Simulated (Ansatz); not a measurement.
```tsv
atom	x (Å)	y (Å)	z (Å)
Li	-0.0394	-0.0304	-1.3982
Li	-0.0238	0.0192	1.3540
```

Basis set: def2-TZVP (spherical functions). All electrons are correlated. Charge 0, multiplicity 1.

Computed with Ansatz (development build ahead of 0.2.0); each method stands on the lowest determinant of its kind that the runs found. Restricted open shells among the atoms or ions are ROHF, correlated in semicanonical orbitals with singles.

Problem. Give the atomization energy at this shape (free ground-state atoms in the same class of orbitals less the molecule, no zero-point energy) of singlet Li₂ by RHF-MP2, RHF.

Solution.

```tsv
method	atomization energy
RHF-MP2	0.56 eV
RHF	0.15 eV
```
